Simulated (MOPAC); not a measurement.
Input file for MOPAC: PM7 on HI (SMILES I).

```
PM7 1SCF PRECISE CHARGE=0 THREADS=1
HI

I     -0.03195044 1    -0.41293503 1     3.86027019 1
H     -0.05668870 1    -0.24419623 1     2.14626001 1
```

Program output:

```
*******************************************************************************
 **                                                                           **
 **                              MOPAC v23.2.5                                **
 **                                                                           **
 *******************************************************************************
 ** MOPAC's Digital Object Identifier: https://doi.org/10.5281/zenodo.6511958 **
 **                                                                           **
 ** Please cite the open-source release paper for use of this MOPAC version:  **
 ** J. E. Moussa and J. J. P. Stewart (2026)                                  **
 ** MOPAC: An open-source semiempirical molecular orbital program             **
 ** J. Open Source Softw., 11(119), 8025, https://doi.org/10.21105/joss.08025 **
 *******************************************************************************

                              PM7 CALCULATION RESULTS

 *******************************************************************************
 *  PM7        - The PM7 Hamiltonian to be used
 *
 *
 *
 *                 CHARGE ON SYSTEM = 0
 *
 *
 *
 *  PRECISE    - TIGHTER CRITERIA TO BE USED
 *  1SCF       - DO 1 SCF AND THEN STOP
 *  THREADS=1  - MULTI-THREADING NOT USED
 *  T=         - A TIME OF 172800.0 SECONDS REQUESTED
 *  DUMP=N     - RESTART FILE WRITTEN EVERY 7200.0 SECONDS REQUESTED
 *******************************************************************************
PM7 1SCF PRECISE CHARGE=0 THREADS=1
 HI

   ATOM   CHEMICAL          X               Y               Z
  NUMBER   SYMBOL      (ANGSTROMS)     (ANGSTROMS)     (ANGSTROMS)

     1       I         -0.03195044  *  -0.41293503  *   3.86027019  *
     2       H         -0.05668870  *  -0.24419623  *   2.14626001  *



          CARTESIAN COORDINATES

    NO.       ATOM           X           Y           Z

     1         I         -0.0320     -0.4129      3.8603
     2         H         -0.0567     -0.2442      2.1463

 General Reference for PM7:
 "Optimization of Parameters for Semiempirical Methods VI: More Modifications to the
 NDDO Approximations and Re-optimization of Parameters", J. J. P. Stewart, J. Mol. Mod., 1:32, 19 (2013)
 https://link.springer.com/article/10.1007/s00894-012-1667-x

           Empirical Formula: H I  =     2 atoms



      MOLECULAR POINT GROUP   :   C*v


      RHF CALCULATION, NO. OF DOUBLY OCCUPIED LEVELS = 4


 -------------------------------------------------------------------------------
 PM7 1SCF PRECISE CHARGE=0 THREADS=1
 HI



     1SCF WAS SPECIFIED, SO BFGS WAS NOT USED
     SCF FIELD WAS ACHIEVED


                              PM7 CALCULATION
                                                       MOPAC v23.2.5 Linux




          FINAL HEAT OF FORMATION =          1.70655 KCAL/MOL =       7.14019 KJ/MOL


          COSMO AREA              =         69.91 SQUARE ANGSTROMS
          COSMO VOLUME            =         55.13 CUBIC ANGSTROMS

          IONIZATION POTENTIAL    =          9.495612 EV
          HOMO LUMO ENERGIES (EV) =         -9.496  1.487
          NO. OF FILLED LEVELS    =          4
          MOLECULAR WEIGHT        =        127.9124         POINT GROUP:  C*v

          MOLECULAR DIMENSIONS (Angstroms)

            Atom       Atom       Distance
            H     2    I     1     1.72247
            H     2    I     1     0.00000
            I     1    H     2     0.00000


          SCF CALCULATIONS        =          1





   ATOM   CHEMICAL          X               Y               Z
  NUMBER   SYMBOL      (ANGSTROMS)     (ANGSTROMS)     (ANGSTROMS)

     1       I         -0.03195044  *  -0.41293503  *   3.86027019  *
     2       H         -0.05668870  *  -0.24419623  *   2.14626001  *

                             CARTESIAN COORDINATES

   1    I       -0.031950440    -0.412935030     3.860270190
   2    H       -0.056688700    -0.244196230     2.146260010


           Empirical Formula: H I  =     2 atoms



      MOLECULAR POINT GROUP   :   C*v


                  EIGENVALUES
 -23.78288 -12.27851  -9.49561  -9.49561   1.48703 123.82035 123.82035 123.92845
 124.26088 124.26088


              NET ATOMIC CHARGES AND DIPOLE CONTRIBUTIONS

  ATOM NO.   TYPE          CHARGE      No. of ELECS.   s-Pop       p-Pop       d-Pop
    1          I          -0.172706        7.1727     1.90272     5.26698     0.00300
    2          H           0.172706        0.8273     0.82729
 DIPOLE           X         Y         Z       TOTAL
 POINT-CHG.    -0.021     0.140    -1.422     1.429
 HYBRID        -0.012     0.080    -0.811     0.815
 SUM           -0.032     0.220    -2.232     2.244


          ATOMIC ORBITAL ELECTRON POPULATIONS

     Atom    s        px        py        pz      x^2-y^2     xz        z^2       yz        xy
    1  I   1.90272   1.99969   1.99281   1.27448   0.00000   0.00016   0.00261   0.00023   0.00000
    2  H   0.82729

 **********************
 *                    *
 * JOB ENDED NORMALLY *
 *                    *
 **********************




 == MOPAC DONE ==
```

The run finished.

Cost: roughly 0.020 core-seconds.
